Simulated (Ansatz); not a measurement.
Reactions of AlH₃OS (`[OH][AlH][SH]`).

Gas-phase electronic energies from Ansatz, PBE0-D4/def2-TZVP geometries. CBS: MP2 limit from def2 TZ/QZ plus the TZ coupled-cluster correction, frozen cores. This one scheme is used for every species, atoms too. DFT in def2-TZVPP. No spin–orbit coupling; open shells (•) take unrestricted orbitals. Spin–orbit coupling would lower the free atoms: a little for Al, O, S. Each species was taken in one conformer, which may not be the lowest.

```tsv
reaction	PBE-D4 (kJ/mol)	MP2/CBS(def2) (kJ/mol)	PBE0-D4 (kJ/mol)
`[OH][AlH][SH]` + CH₃SH → `C[S][AlH][OH]` + H₂S	4	5	5
`[OH][AlH][SH]` + SiH₄ → `[SiH3][AlH][SH]` + H₂O	110	137	113
`[OH][AlH][SH]` + `N[SiH3]` → `[OH][AlH][NH][SiH3]` + H₂S	17	13	17
`[OH][AlH][SH]` + `OCF` → `[OH][AlH][O]CF` + H₂S	-20	-27	-20
`[OH][AlH][SH]` + `NCF` → `FC[NH][AlH][SH]` + H₂O	49	48	48
`[OH][AlH][SH]` + `CNC` → `C[N](C)[AlH][SH]` + H₂O	43	43	44
`[OH][AlH][SH]` → Al• + 3 H• + O• + S•	1938	1988	1903
```

Give the CCSD(T)/CBS values in the same order. (Estimate.)

Computed: 5, 128, 11, -28, 48, 44, 1950 kJ/mol.

Largest T1 diagnostic: 0.018, for Al•.
